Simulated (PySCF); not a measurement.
Compounds:

A. SMILES C=CC1=CC(C)=CC[SiH2]1
B. `C(#CCCC)C1=CC[SiH2]1`
C. SMILES C=C(C)[C@]1(C#CC)C[SiH2]1
D. `C=C=C(C#C[SiH2]C)CC`

Spectrum 1. $^{13}$C{$^{1}$H} NMR (computed): δ 157.3 (C), 105.4 (CH2), 90.0 (C), 81.2 (C), 28.9 (CH3), 18.0 (C), 16.9 (CH2), 5.2 (CH3).

Spectrum 2. $^{13}$C{$^{1}$H} NMR (computed): δ 152.2 (CH), 151.6 (CH), 137.6 (C), 136.8 (C), 133.6 (CH), 122.4 (CH2), 28.5 (CH3), 9.2 (CH2).

Spectrum 3. $^{13}$C{$^{1}$H} NMR (computed): δ 229.5 (C), 109.3 (C), 101.4 (C), 96.4 (C), 79.6 (CH2), 33.6 (CH2), 16.7 (CH3), -4.8 (CH3).

Spectrum 4. $^{13}$C{$^{1}$H} NMR (computed): δ 164.4 (CH), 135.8 (C), 102.7 (C), 86.4 (C), 26.5 (CH2), 24.5 (CH2), 18.5 (CH2), 15.5 (CH3).

[PySCF 2.14: geometry: GFN2-xTB; shieldings: GIAO PBE0/pcSseg-1; one conformer; one averaged value for each set of equivalent atoms; no solvent model; non-relativistic Hamiltonian]

δ = σ(ref) − σ, references computed at the same level: $^{13}$C (186.93 ppm) vs TMS. Shifts are as computed. Against solution values, carbons near 30 ppm lie about +3 ppm off and those near 130 ppm about +5 ppm. Of 1309 compounds with measured shifts, 239 miss one by over three times the rms of a fit or turn the order of signals round; such compounds aren't used in these exercises.

Which spectrum belongs to which compound?

## Answers

1–C, 2–A, 3–D, 4–B.

- Spectrum 1 (C): 8 $^{13}$C signals; δC 157.3 is a fully substituted alkene carbon; δC 105.4 is a terminal =CH2 carbon.
- Spectrum 2 (A): 8 $^{13}$C signals; δC 152.2 is an alkene CH; δC 151.6 is an alkene CH.
- Spectrum 3 (D): 8 $^{13}$C signals; δC 229.5 is a central carbon of an allene; δC 101.4 is an alkyne carbon.
- Spectrum 4 (B): 8 $^{13}$C signals; δC 164.4 is an alkene CH; δC 135.8 is a fully substituted alkene carbon.
